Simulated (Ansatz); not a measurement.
Total energies of H₃SSb (`[SH][SbH2]`).

Cartesian coordinates in Å:
```
S -0.996 -0.207 -1.113
Sb 0.336 0.179 0.877
H -2.156 -0.072 -0.451
H 1.388 -1.139 0.590
H 1.428 1.239 0.096
```

Total charge 0; spin multiplicity 1. Correlated methods include outer-core shells of Sb, which these sets cover unevenly. Sb takes the def2 core potential. The geometry is a stationary point of PBE0-D4/def2-TZVP. Basis def2-TZVPP, Ansatz 0.2.0.

RPA on PBE orbitals: Hartree–Fock energy of these orbitals -638.52383 Eh, correlation -0.83060 Eh (frozen core).

```csv
functional,energy without D4 (Eh),D4 term (kJ/mol)
LDA (SPW92),-638.50116,–
PBE,-640.08693,-9.8
B97M-V,-640.16685,–
PBE0,-640.13202,-8.2
r2SCANh,-640.31760,-2.2
HSE06 (plane-wave form),-640.12252,-7.8
LC-ωPBE,-640.18502,–
ωB97X-V,-640.18563,–
B2PLYP,-639.92625,–
PBE-QIDH,-639.84479,–
```

(1) Give the same for revPBE, BLYP, r2SCAN, B3LYP, r2SCAN0, BHLYP, CAM-B3LYP, ωB97M-V. (An estimate is asked.)

B3LYP takes the VWN-RPA correlation (the form of Gaussian; ORCA's B3LYP/G). HSE06 is the plane-wave form, built on full-range PBE exchange. The double hybrids freeze the cores in their second-order part.

## Answers

(1) Ansatz gave: 
```csv
functional,energy without D4 (Eh),D4 term (kJ/mol)
revPBE,-640.24391,-26.0
BLYP,-640.21135,-21.4
r2SCAN,-640.33241,-2.0
B3LYP,-640.37218,-16.3
r2SCAN0,-640.29609,-2.5
BHLYP,-640.19554,-14.6
CAM-B3LYP,-640.26388,-8.5
ωB97M-V,-640.19486,–
```

LC-ωPBE has ω = 0.4 bohr⁻¹.
